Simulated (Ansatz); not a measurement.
H2Cl3FOSi2 (SMILES F[SiH2]O[Si](Cl)(Cl)Cl), singlet, at a GFN2-xTB geometry; CASSCF(4,6)/STO-3G run with Ansatz (a program for electronic structure).

Input for Ansatz:
Ansatz 0.2 input:
```yaml
crystal:
  periodic: [false, false, false]
  atoms:
    - {symbol: Si, position_ang: [2.20010576, -0.71201839, 1.04202730]}
    - {symbol: F, position_ang: [3.06911106, 0.50857282, 0.48284676]}
    - {symbol: O, position_ang: [0.71986802, -0.53887916, 0.40289351]}
    - {symbol: Si, position_ang: [-0.65265610, 0.03475282, -0.21129050]}
    - {symbol: Cl, position_ang: [-1.68400237, -1.57134417, -0.81301495]}
    - {symbol: Cl, position_ang: [-1.61373225, 1.00934966, 1.24915364]}
    - {symbol: Cl, position_ang: [-0.22358027, 1.24873915, -1.73884610]}
    - {symbol: H, position_ang: [2.08305069, -0.52854441, 2.47298268]}
    - {symbol: H, position_ang: [2.73406370, -1.93051861, 0.47395885]}
basis:
  gaussian:
    orbitals: STO-3G
hamiltonian:
  xc: hf
magnetization: {spin_polarized: false}
correlation: {active_space: {window: {electrons: 4, orbitals: 6}}}
```

Problem. What does Ansatz print? Leave out banner, timings and long lists.

Solution. 
```
Functional definition: HF
659 factors; integrals over basis functions are off by at most 3.2e-5 eV
mean field evaluation 1: about -57362.9338 eV, gradient 3.4e1 eV
mean field evaluation 2: about -57363.0163 eV, gradient 3.4e1 eV
mean field evaluation 4: about -57367.7642 eV, gradient 1.5e0 eV
mean field evaluation 8: about -57367.7768 eV, gradient 2.1e-2 eV
mean field -57367.77676215 eV, -2108.2269107332 hartree, gradient 1.6e-6 eV, S^2 0.000000; 0 other end points of the search recorded, 0 dependent functions left out
reference -57367.77676215 eV, -2108.2269107332 hartree; 49, 49 occupied and 8, 8 virtual orbitals, 659 factors
state -57368.54530378 eV, -2108.2551541174 hartree
Total energy: -57368.54530378 eV, -2108.2551541174 hartree
```
